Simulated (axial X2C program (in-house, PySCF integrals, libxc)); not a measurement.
**Low determinants of CoH⁺ at the PBE0 level, with spin–orbit coupling**

All values were computed with an in-house all-electron X2C program for linear molecules (integrals from PySCF). Two-component (2c) means X2C with spin–orbit coupling and atomic mean-field two-electron Coulomb and Gaunt terms. Basis: Co dyall-cv3z [9s10p6d3f2g], H dyall-v3z [6s2p1d] (cores contracted in-house); Gaussian nuclei, density fitting, unrestricted open shells. Masses: Co 58.933 u, H 1.008 u.

Search at 1.500 Å (vertical energies from the lowest determinant):

| ΔE (eV) | state | electrons beyond evenly filled partner blocks | electrons in ±ω = 1/2, 3/2, 5/2, 7/2 |
| --- | --- | --- | --- |
| 0.00 | Ω = 9/2 | ω = 1/2, ω = 3/2, ω = 5/2 | 19 7 1 0 |
| 0.01 | Ω = 3/2 | ω = 1/2, ω = -3/2, ω = 5/2 | 19 7 1 0 |
| 0.18 | Ω = 3/2 | ω = 3/2 | 18 7 2 0 |
| 0.27 | Ω = 5/2 | ω = 5/2 | 18 8 1 0 |
| 0.33 | Ω = 1/2 | ω = 1/2 | 19 6 2 0 |
| 0.58 | Ω = 7/2 | ω = -1/2, ω = 3/2, ω = 5/2 | 19 7 1 0 |
| 1.08 | Ω = 5/2 | 2 × ω = 1/2, ω = 3/2 | 18 7 2 0 |

Lowest determinant, Ω = 9/2 (⟨Sz⟩ = 1.50, ⟨Lz⟩ = 3.00 at PBE0): Re = 1.514 Å, ωe = 1978.9 cm⁻¹.

The determinant in row 2 of the search, Ω = 3/2 (⟨Sz⟩ = 1.50, ⟨Lz⟩ = 0.00 at PBE0), was followed along the bond at PBE0; measured from the minimum of the lowest determinant it gives:

Te = 0.012 eV (94 cm⁻¹), Re = 1.500 Å, ωe = 1961.1 cm⁻¹.

Compare the bond of the determinant in row 2 with that of the lowest one.

At PBE0 its Re is 0.014 Å shorter and its force constant, which goes as ωe², is 0.98 times that of the lowest determinant. T0 ≈ Te + Δωe/2 = 94 + (-9) = 85 cm⁻¹.

The search compares states at one distance, so a state with another bond length can lie lower; it is not exhaustive and yields mostly the lowest determinant of each block pattern, so other components and higher states of one pattern are missing. These are energies of single determinants, not of spin-adapted states; PBE0 term energies can be off by some tenths of an eV, and the functional has no current term. The lowest determinant need not be the ground state where others lie within half an eV.
